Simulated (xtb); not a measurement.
BBr₃ (SMILES BrB(Br)Br), singlet, geometry from GFN2-xTB. Base run: GFN2-xTB in xtb.

The xtb input:
```
$ xtb mol.xyz --gfn 2 --json

# file mol.xyz
4

B      0.01808306    -0.01978242    -0.03760993
Br    -1.50731106    -1.11118164    -0.13755349
Br     0.01971195     1.66670358    -0.86448993
Br     1.48501581    -0.55269588     1.00741627
```

Variants of this job, named by their change:

| change | ΔE vs base (mEh) | HOMO-LUMO gap (eV) | dipole (D) | SCF cycles |
|---|---|---|---|---|
| base | 0.000 | 3.84 | 0.25 | 14 |
| file = coord | 0.000 | 3.84 | 0.25 | 14 |
| acc = 0.1 | 0.000 | 3.84 | 0.25 | 15 |
| alpb = toluene | -8.827 | 3.85 | 0.25 | 14 |
| acc = 30 | 0.000 | 3.84 | 0.25 | 10 |
| acc = 0.0001 | 0.000 | 3.84 | 0.25 | 19 |

ALPB and GBSA are two models with their own fitted parameters for each solvent, which aren't always the measured dielectric constant.
